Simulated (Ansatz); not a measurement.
Ansatz (a program for electronic structure) input file for C3H7O2, SMILES [CH2]C(O)CO, multiplicity 2, B3LYP-D3(BJ)/def2-SVP. 

Ansatz 0.2 input:
```yaml
crystal:
  periodic: [false, false, false]
  atoms:
    - {symbol: C, position_ang: [-0.75731509, 1.44218611, -0.33740964]}
    - {symbol: C, position_ang: [-0.72579162, 0.08705417, 0.22371410]}
    - {symbol: O, position_ang: [-0.90944559, -0.85706296, -0.81385220]}
    - {symbol: C, position_ang: [0.64268190, -0.21581205, 0.92010529]}
    - {symbol: O, position_ang: [1.68288869, -0.23548462, -0.01075611]}
    - {symbol: H, position_ang: [-0.61469295, 1.58331613, -1.38849069]}
    - {symbol: H, position_ang: [-0.80357727, 2.28496548, 0.32035915]}
    - {symbol: H, position_ang: [-1.50473051, -0.02537891, 0.99972750]}
    - {symbol: H, position_ang: [-0.98232692, -1.73868158, -0.43177801]}
    - {symbol: H, position_ang: [0.87169440, 0.55182250, 1.66105195]}
    - {symbol: H, position_ang: [0.56314018, -1.19173578, 1.42974204]}
    - {symbol: H, position_ang: [1.32549693, -0.60449672, -0.83220416]}
basis:
  gaussian:
    orbitals: def2-SVP
hamiltonian:
  xc: b3lyp
  dispersion: d3bj
magnetization: {spin_polarized: true, initial_magnetization: 1}
relax: {f_tol: 0.002, max_steps: 200}
```

Log of the run:

```
Functional definition: B3LYP
integrals: 0.06 GiB planned
1168 factors; integrals over basis functions are off by at most 4.1e-4 eV
mean field: 0.65 GiB planned
mean field evaluation 1: about -7303.9850 eV, gradient 4.3e1 eV
mean field evaluation 2: about -7299.6642 eV, gradient 5.6e1 eV
mean field evaluation 4: about -7311.4832 eV, gradient 2.1e0 eV
mean field evaluation 8: about -7311.5298 eV, gradient 1.5e-1 eV
mean field evaluation 16: about -7311.5299 eV, gradient 9.5e-5 eV
mean field -7311.52994618 eV, -268.6937695890 hartree, gradient 1.6e-5 eV, S^2 0.753666; 0 other end points of the search recorded, 0 dependent functions left out
the calculation of the forces begins
reference -7311.53015900 eV, -268.6937774099 hartree; 21, 20 occupied and 84, 85 virtual orbitals, 1168 factors
relax step   1: F+E_penalty+E_count = -7311.89761854 eV  Δ(F+E_penalty+E_count) = +0.000e0 eV  max|allowed force component| = 7.745e-1 eV/Å  Δτ_max = 0.0000 Å  (30 SCF iters, accepted)
these checks for a lower state are left out or cut short: starts, cluster_reference, orbital_swaps, neighbouring_geometries, increment
integrals: 0.06 GiB planned
1168 factors; integrals over basis functions are off by at most 4.5e-4 eV
mean field: 0.65 GiB planned
mean field -7311.57026804 eV, -268.6952513902 hartree, gradient 1.3e-5 eV, S^2 0.753758; 0 other end points of the search recorded, 0 dependent functions left out
the calculation of the forces begins
reference -7311.57048182 eV, -268.6952592463 hartree; 21, 20 occupied and 84, 85 virtual orbitals, 1168 factors
relax step   2: F+E_penalty+E_count = -7311.93661939 eV  Δ(F+E_penalty+E_count) = -3.900e-2 eV  max|allowed force component| = 3.188e-1 eV/Å  Δτ_max = 0.0342 Å  (33 SCF iters, accepted)
these checks for a lower state are left out or cut short: starts, cluster_reference, orbital_swaps, neighbouring_geometries, increment
integrals: 0.06 GiB planned
1168 factors; integrals over basis functions are off by at most 4.7e-4 eV
mean field: 0.65 GiB planned
mean field evaluation 32: about -7311.5783 eV, gradient 1.3e-5 eV
mean field -7311.57833889 eV, -268.6955479883 hartree, gradient 1.3e-5 eV, S^2 0.753794; 0 other end points of the search recorded, 0 dependent functions left out
the calculation of the forces begins
reference -7311.57855308 eV, -268.6955558599 hartree; 21, 20 occupied and 84, 85 virtual orbitals, 1168 factors
relax step   3: F+E_penalty+E_count = -7311.94413125 eV  Δ(F+E_penalty+E_count) = -7.512e-3 eV  max|allowed force component| = 6.439e-2 eV/Å  Δτ_max = 0.0314 Å  (32 SCF iters, accepted)
these checks for a lower state are left out or cut short: starts, cluster_reference, orbital_swaps, neighbouring_geometries, increment
integrals: 0.06 GiB planned
1168 factors; integrals over basis functions are off by at most 4.7e-4 eV
mean field: 0.65 GiB planned
mean field -7311.57922329 eV, -268.6955804895 hartree, gradient 1.3e-5 eV, S^2 0.753796; 0 other end points of the search recorded, 0 dependent functions left out
the calculation of the forces begins
reference -7311.57943755 eV, -268.6955883635 hartree; 21, 20 occupied and 84, 85 virtual orbitals, 1168 factors
relax step   4: F+E_penalty+E_count = -7311.94501772 eV  Δ(F+E_penalty+E_count) = -8.865e-4 eV  max|allowed force component| = 4.064e-2 eV/Å  Δτ_max = 0.0197 Å  (32 SCF iters, accepted)
these checks for a lower state are left out or cut short: starts, cluster_reference, orbital_swaps, neighbouring_geometries, increment
integrals: 0.06 GiB planned
1168 factors; integrals over basis functions are off by at most 4.8e-4 eV
mean field: 0.65 GiB planned
mean field -7311.58067323 eV, -268.6956337739 hartree, gradient 1.3e-5 eV, S^2 0.753819; 0 other end points of the search recorded, 0 dependent functions left out
the calculation of the forces begins
reference -7311.58088795 eV, -268.6956416645 hartree; 21, 20 occupied and 84, 85 virtual orbitals, 1168 factors
relax step   5: F+E_penalty+E_count = -7311.94630759 eV  Δ(F+E_penalty+E_count) = -1.290e-3 eV  max|allowed force component| = 8.139e-2 eV/Å  Δτ_max = 0.0591 Å  (31 SCF iters, accepted)
these checks for a lower state are left out or cut short: starts, cluster_reference, orbital_swaps, neighbouring_geometries, increment
integrals: 0.06 GiB planned
1168 factors; integrals over basis functions are off by at most 5.1e-4 eV
mean field: 0.65 GiB planned
mean field -7311.58175902 eV, -268.6956736757 hartree, gradient 1.8e-5 eV, S^2 0.753875; 0 other end points of the search recorded, 0 dependent functions left out
the calculation of the forces begins
reference -7311.58197446 eV, -268.6956815932 hartree; 21, 20 occupied and 84, 85 virtual orbitals, 1168 factors
relax step   6: F+E_penalty+E_count = -7311.94710805 eV  Δ(F+E_penalty+E_count) = -8.005e-4 eV  max|allowed force component| = 2.656e-1 eV/Å  Δτ_max = 0.0935 Å  (30 SCF iters, accepted)
these checks for a lower state are left out or cut short: starts, cluster_reference, orbital_swaps, neighbouring_geometries, increment
integrals: 0.06 GiB planned
1168 factors; integrals over basis functions are off by at most 5.5e-4 eV
mean field: 0.65 GiB planned
mean field -7311.58570547 eV, -268.6958187052 hartree, gradient 1.7e-5 eV, S^2 0.753825; 0 other end points of the search recorded, 0 dependent functions left out
the calculation of the forces begins
reference -7311.58592119 eV, -268.6958266329 hartree; 21, 20 occupied and 84, 85 virtual orbitals, 1168 factors
relax step   7: F+E_penalty+E_count = -7311.95029328 eV  Δ(F+E_penalty+E_count) = -3.185e-3 eV  max|allowed force component| = 1.072e-1 eV/Å  Δτ_max = 0.2000 Å  (30 SCF iters, accepted)
these checks for a lower state are left out or cut short: starts, cluster_reference, orbital_swaps, neighbouring_geometries, increment
integrals: 0.06 GiB planned
1168 factors; integrals over basis functions are off by at most 5.6e-4 eV
mean field: 0.65 GiB planned
mean field evaluation 64: about -7311.5902 eV, gradient 1.2e-1 eV
mean field -7311.59036581 eV, -268.6959899694 hartree, gradient 2.5e-5 eV, S^2 0.753865; 0 other end points of the search recorded, 0 dependent functions left out
the calculation of the forces begins
reference -7311.59058188 eV, -268.6959979101 hartree; 21, 20 occupied and 84, 85 virtual orbitals, 1168 factors
relax step   8: F+E_penalty+E_count = -7311.95518543 eV  Δ(F+E_penalty+E_count) = -4.892e-3 eV  max|allowed force component| = 6.203e-2 eV/Å  Δτ_max = 0.1407 Å  (29 SCF iters, accepted)
these checks for a lower state are left out or cut short: starts, cluster_reference, orbital_swaps, neighbouring_geometries, increment
integrals: 0.06 GiB planned
1168 factors; integrals over basis functions are off by at most 5.7e-4 eV
mean field: 0.65 GiB planned
mean field -7311.59042018 eV, -268.6959919676 hartree, gradient 1.8e-5 eV, S^2 0.753834; 0 other end points of the search recorded, 0 dependent functions left out
the calculation of the forces begins
reference -7311.59063733 eV, -268.6959999479 hartree; 21, 20 occupied and 84, 85 virtual orbitals, 1168 factors
relax step   9: F+E_penalty+E_count = -7311.95528453 eV  Δ(F+E_penalty+E_count) = -9.910e-5 eV  max|allowed force component| = 1.207e-1 eV/Å  Δτ_max = 0.0745 Å  (30 SCF iters, accepted)
these checks for a lower state are left out or cut short: starts, cluster_reference, orbital_swaps, neighbouring_geometries, increment
integrals: 0.06 GiB planned
1168 factors; integrals over basis functions are off by at most 6.0e-4 eV
mean field: 0.65 GiB planned
mean field -7311.59189652 eV, -268.6960462222 hartree, gradient 1.2e-5 eV, S^2 0.753850; 0 other end points of the search recorded, 0 dependent functions left out
the calculation of the forces begins
reference -7311.59211400 eV, -268.6960542144 hartree; 21, 20 occupied and 84, 85 virtual orbitals, 1168 factors
relax step  10: F+E_penalty+E_count = -7311.95677632 eV  Δ(F+E_penalty+E_count) = -1.492e-3 eV  max|allowed force component| = 1.291e-1 eV/Å  Δτ_max = 0.0392 Å  (32 SCF iters, accepted)
these checks for a lower state are left out or cut short: starts, cluster_reference, orbital_swaps, neighbouring_geometries, increment
integrals: 0.06 GiB planned
1168 factors; integrals over basis functions are off by at most 5.9e-4 eV
mean field: 0.65 GiB planned
mean field -7311.59236964 eV, -268.6960636089 hartree, gradient 1.2e-5 eV, S^2 0.753830; 0 other end points of the search recorded, 0 dependent functions left out
the calculation of the forces begins
reference -7311.59258742 eV, -268.6960716124 hartree; 21, 20 occupied and 84, 85 virtual orbitals, 1168 factors
relax step  11: F+E_penalty+E_count = -7311.95740219 eV  Δ(F+E_penalty+E_count) = -6.259e-4 eV  max|allowed force component| = 3.428e-2 eV/Å  Δτ_max = 0.0280 Å  (32 SCF iters, accepted)
these checks for a lower state are left out or cut short: starts, cluster_reference, orbital_swaps, neighbouring_geometries, increment
integrals: 0.06 GiB planned
1168 factors; integrals over basis functions are off by at most 5.9e-4 eV
mean field: 0.65 GiB planned
mean field -7311.59250913 eV, -268.6960687351 hartree, gradient 1.6e-5 eV, S^2 0.753829; 0 other end points of the search recorded, 0 dependent functions left out
the calculation of the forces begins
reference -7311.59272705 eV, -268.6960767436 hartree; 21, 20 occupied and 84, 85 virtual orbitals, 1168 factors
relax step  12: F+E_penalty+E_count = -7311.95747956 eV  Δ(F+E_penalty+E_count) = -7.737e-5 eV  max|allowed force component| = 3.871e-3 eV/Å  Δτ_max = 0.0102 Å  (25 SCF iters, accepted)
these checks for a lower state are left out or cut short: starts, cluster_reference, orbital_swaps, neighbouring_geometries, increment
integrals: 0.06 GiB planned
1168 factors; integrals over basis functions are off by at most 5.9e-4 eV
mean field: 0.65 GiB planned
mean field evaluation 96: about -7311.5616 eV, gradient 1.0e-1 eV
mean field -7311.59250335 eV, -268.6960685228 hartree, gradient 8.6e-5 eV, S^2 0.753829; 0 other end points of the search recorded, 0 dependent functions left out
the calculation of the forces begins
reference -7311.59272133 eV, -268.6960765332 hartree; 21, 20 occupied and 84, 85 virtual orbitals, 1168 factors
relax step  13: F+E_penalty+E_count = -7311.95748490 eV  Δ(F+E_penalty+E_count) = -5.336e-6 eV  max|allowed force component| = 1.366e-3 eV/Å  Δτ_max = 0.0033 Å  (21 SCF iters, accepted)
these checks for a lower state are left out or cut short: starts, cluster_reference, orbital_swaps, neighbouring_geometries, increment
integrals: 0.06 GiB planned
1168 factors; integrals over basis functions are off by at most 5.9e-4 eV
mean field: 0.65 GiB planned
mean field -7311.59251766 eV, -268.6960690487 hartree, gradient 8.9e-5 eV, S^2 0.753828; 0 other end points of the search recorded, 0 dependent functions left out
the calculation of the forces begins
reference -7311.59273569 eV, -268.6960770610 hartree; 21, 20 occupied and 84, 85 virtual orbitals, 1168 factors
relax step  14: F+E_penalty+E_count = -7311.95748678 eV  Δ(F+E_penalty+E_count) = -1.880e-6 eV  max|allowed force component| = 1.268e-3 eV/Å  Δτ_max = 0.0039 Å  (21 SCF iters, accepted)
integrals: 0.06 GiB planned
1168 factors; integrals over basis functions are off by at most 5.9e-4 eV
mean field: 0.65 GiB planned
mean field -7311.59251766 eV, -268.6960690487 hartree, gradient 8.9e-5 eV, S^2 0.753828; 1 other end points of the search recorded, 0 dependent functions left out
the calculation of the forces begins
reference -7311.59273569 eV, -268.6960770610 hartree; 21, 20 occupied and 84, 85 virtual orbitals, 1168 factors
Total energy: -7311.95770480 eV, -268.7094894286 hartree
Atom 0 at    -0.721923     1.442671    -0.373280 Å, force    -0.000716     0.000304    -0.000234 eV/Å
Atom 1 at    -0.675172     0.072844     0.199775 Å, force     0.000543    -0.000598    -0.000390 eV/Å
Atom 2 at    -0.800270    -0.858528    -0.878325 Å, force     0.000047     0.000120     0.001268 eV/Å
Atom 3 at     0.630229    -0.220893     0.954558 Å, force     0.000308    -0.000111    -0.000388 eV/Å
Atom 4 at     1.727464    -0.195493     0.082694 Å, force    -0.000869    -0.000161     0.000501 eV/Å
Atom 5 at    -1.250768     1.611625    -1.312932 Å, force     0.000316     0.000168     0.000402 eV/Å
Atom 6 at    -0.322950     2.289837     0.187136 Å, force    -0.000009    -0.000302    -0.000294 eV/Å
Atom 7 at    -1.521706    -0.060771     0.915345 Å, force     0.000266     0.000230    -0.000083 eV/Å
Atom 8 at    -1.006079    -1.724857    -0.501674 Å, force    -0.000034    -0.000034    -0.000646 eV/Å
Atom 9 at     0.791955     0.530921     1.745491 Å, force     0.000132     0.000230    -0.000064 eV/Å
Atom 10 at     0.525367    -1.206268     1.462463 Å, force    -0.000171    -0.000061    -0.000011 eV/Å
Atom 11 at     1.411877    -0.600396    -0.741042 Å, force     0.000187     0.000216    -0.000061 eV/Å
Dipole moment:    -0.379042    -0.209683     0.204498 e Å
```

The run converged.

Cost: around 2.4 core-minutes (rough).
